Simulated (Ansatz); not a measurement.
Molecule: RbF (charge +1, doublet). 
Coordinates optimised at B3LYP-D3(BJ)/def2-TZVP (Ansatz, a first-principles code):
```
Rb
F 1 3.4570
```
Charge +1, spin multiplicity 2.

Basis-set convergence of Hartree-Fock and CCSD correlation energies (hartree) with Ansatz. Correlated levels leave the core frozen unless marked. Open shells are spin-unrestricted. Spin-orbit coupling is left out. Frozen are the shells of the preceding noble gas and the d and f shells that filled before the atom's block. The outer core of K, Ca and their heavier congeners is not correlated, a term that matters for these elements. In def2 rows, elements after Kr have scalar-relativistic effective core potentials.

```
basis       functions       E(HF)  E(corr, CCSD)
----------  ---------  ----------  -------------
def2-SVP           38  -122.94993       -0.15037
def2-TZVPP         71  -123.07636       -0.20972
def2-QZVPP        120  -123.08046       -0.23043
```

Extrapolating the two largest sets (X = 3 and 4) as X^-3: E(corr) = (64·(-0.23043) - 27·(-0.20972))/37 = -0.2455 Eh, an estimate of the basis-set limit. The largest set recovers 93.8 % of it, the smallest 61.2 %.
